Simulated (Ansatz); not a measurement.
One change: `CC(F)OC(F)F` becomes `FC(F)O[SiH3]`.

Ansatz, PBE0-D4/def2-TZVP geometries, multiplicity 1. Each molecule was computed in one conformer, which needn't be the lowest.

| property | `CC(F)OC(F)F` |
| --- | --- |
| LUMO energy (ωB97M-V/def2-TZVPP) / eV | 2.94 |
| HOMO–LUMO gap (B3LYP/def2-TZVPP) / eV | 10.68 |
| HOMO–LUMO gap (PBE0/def2-TZVPP) / eV | 11.28 |
| size of the dipole moment (ωB97M-V/def2-TZVPP) / D | 1.82 |
| HOMO–LUMO gap (ωB97M-V/def2-TZVPP) / eV | 15.12 |
| LUMO energy (PBE/def2-TZVPP) / eV | 0.72 |

Q: Give the same properties after the change, and the shifts. (Best estimate.)

A: Ansatz gave: 
| property | `FC(F)O[SiH3]` | shift |
| --- | --- | --- |
| LUMO energy (ωB97M-V/def2-TZVPP) / eV | 1.83 | -1.11 |
| HOMO–LUMO gap (B3LYP/def2-TZVPP) / eV | 9.07 | -1.61 |
| HOMO–LUMO gap (PBE0/def2-TZVPP) / eV | 9.50 | -1.78 |
| size of the dipole moment (ωB97M-V/def2-TZVPP) / D | 1.07 | -0.75 |
| HOMO–LUMO gap (ωB97M-V/def2-TZVPP) / eV | 13.52 | -1.60 |
| LUMO energy (PBE/def2-TZVPP) / eV | -0.75 | -1.47 |

With PBE0 the HOMO rises by 0.38 eV and the LUMO falls by 1.40 eV, so the gap narrows by about 1.78 eV. PBE moves the HOMO by 0.14 eV and ωB97M-V by 0.49 eV. Dipoles are sizes alone; their direction can turn.

B3LYP here is the variant with VWN-RPA as its local correlation; programs differ in this.
